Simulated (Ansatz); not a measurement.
`[O]=[V]([Cl])([Cl])[Cl]` and `[O]=[Ta]([Cl])([Cl])[Cl]` differ in one element.

Ansatz, PBE0-D4/def2-TZVP geometries, multiplicity 1. 

Elements past krypton have def2 core potentials. Scalar relativity is left out up to krypton.

```csv
property,`[O]=[V]([Cl])([Cl])[Cl]`
HOMO–LUMO gap (PBE/def2-TZVPP) / eV,3.20
HOMO–LUMO gap (PBE0/def2-TZVPP) / eV,5.32
LUMO energy (PBE0/def2-TZVPP) / eV,-4.38
size of the dipole moment (PBE/def2-TZVPP) / D,0.61
size of the dipole moment (ωB97M-V/def2-TZVPP) / D,0.46
HOMO energy (PBE/def2-TZVPP) / eV,-8.30
```

**Question.** What does the change do to each property? (An estimate is asked.)

**Answer.** Computed: 
```tsv
property	`[O]=[Ta]([Cl])([Cl])[Cl]`	shift
HOMO–LUMO gap (PBE/def2-TZVPP) / eV	4.80	1.60
HOMO–LUMO gap (PBE0/def2-TZVPP) / eV	7.01	1.69
LUMO energy (PBE0/def2-TZVPP) / eV	-2.76	1.62
size of the dipole moment (PBE/def2-TZVPP) / D	1.52	0.91
size of the dipole moment (ωB97M-V/def2-TZVPP) / D	1.65	1.19
HOMO energy (PBE/def2-TZVPP) / eV	-8.29	0.01
```

With PBE0 the HOMO falls by 0.06 eV and the LUMO rises by 1.62 eV, so the gap widens by about 1.68 eV. PBE moves the HOMO by 0.01 eV and ωB97M-V by -0.21 eV. Dipoles are sizes alone; their direction can turn.
